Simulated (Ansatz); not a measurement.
Stepwise reaction of `[CH3][Mo]([CH3])(=[O])=[O]` with hydrogen chloride, as a gas-phase model of exchange steps in deposition or etching. ΔE in kJ/mol.

Isolated molecules relaxed with PBE0-D4/def2-TZVP in Ansatz; ΔE leaves out vibrations. CCSD(T)/CBS adds triple-zeta CCSD(T) − MP2 to the extrapolated MP2 energy (def2 sets, frozen cores). This one scheme is used for every species. Functionals use def2-TZVPP. B3LYP here is the variant with VWN-RPA as its local correlation; programs differ in this. Elements past krypton have def2 core potentials. For Mo outer-core shells are correlated without core-valence functions, which leaves a few kJ/mol of doubt a bond.

```csv
step,reaction,PBE-D4,B3LYP-D4,ωB97M-V,CCSD(T)/CBS
1,`[CH3][Mo]([CH3])(=[O])=[O]` + HCl → `[CH3][Mo](=[O])(=[O])[Cl]` + CH₄,-156.4,-159.6,-154.0,-156.3
```

Question: Give the row of step 2, `[CH3][Mo](=[O])(=[O])[Cl]` + HCl → `[O]=[Mo](=[O])([Cl])[Cl]` + CH₄. (An estimate is asked.)

Answer: Ansatz gave: 
```csv
step,reaction,PBE-D4,B3LYP-D4,ωB97M-V,CCSD(T)/CBS
2,`[CH3][Mo](=[O])(=[O])[Cl]` + HCl → `[O]=[Mo](=[O])([Cl])[Cl]` + CH₄,-139.3,-139.3,-131.1,-131.7
```

Question: By hand: ΔE of the 2 steps together at CCSD(T)/CBS.

Answer: (-156.3) + (-131.7) = -288.0 kJ/mol, or -144.0 kJ/mol a step.

In ΔE each step is higher than the one before. All are downhill at CCSD(T)/CBS. PBE-D4 differs from CCSD(T)/CBS by -7.6 to -0.1 kJ/mol a step. Isolated molecules leave out the surface, adducts and barriers. Largest T1 diagnostic: 0.025.
